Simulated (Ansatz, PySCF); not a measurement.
Gas-phase reaction (SMILES): [OH][Al]([Cl])[Cl] + F (HF) -> [F][Al]([Cl])[Cl] + O (H2O); hydrogen fluoride cleaves one Al-O bond, a model of a ligand-exchange step.

Each molecule is optimised on its own at B3LYP-D3(BJ)/def2-TZVP (Ansatz, a quantum-chemistry and plane-wave program), one conformer each, not searched for the lowest. Valence correlation only, unless marked. Spin-orbit coupling is left out. No relativistic terms. CBS(X,Y): correlation extrapolated as X^-3; Hartree-Fock from the larger set (for Q and 5 zeta extrapolated as (X+1)exp(-9√X)). Thermal terms are rigid-rotor harmonic-oscillator values from B3LYP-D3(BJ) frequencies (Ansatz or PySCF) at 298.15 K and 1 atm. 1 Eh = 627.5095 kcal/mol.

| species | E, CCSD(T)/CBS(cc-pV(Q+d)Z,cc-pV(5+d)Z) (Ansatz) (Eh) | E, B3LYP-D3(BJ)/def2-TZVPD (Ansatz + dftd3) (Eh) | H - E (Eh) |
|---|---|---|---|
| [OH][Al]([Cl])[Cl] | -1237.54545 | -1238.99150 | 0.02337 |
| F (HF) | -100.39528 | -100.49389 | 0.01259 |
| [F][Al]([Cl])[Cl] | -1261.58029 | -1263.03388 | 0.01172 |
| O (H2O) | -76.37670 | -76.46738 | 0.02495 |

### Question
Work out ΔE and ΔH at 298.15 K at the first level, then ΔH at the second.

### Answer

1. ΔE = [(-1261.58029) + (-76.37670)] - [(-1237.54545) + (-100.39528)] = -0.01626 Eh = -10.2 kcal/mol at CCSD(T)/CBS(cc-pV(Q+d)Z,cc-pV(5+d)Z).
2. The terms H - E add up to 0.00071 Eh, so ΔH = (-0.01626 + (0.00071))×627.5095 = -9.8 kcal/mol.
3. At B3LYP-D3(BJ)/def2-TZVPD the same steps give ΔE = -10.0 and ΔH = -9.5 kcal/mol, a shift of +0.3 from the first level.
4. These values are not checked against measurement here, since the tables used lack a sound gas-phase enthalpy of formation for at least one species.
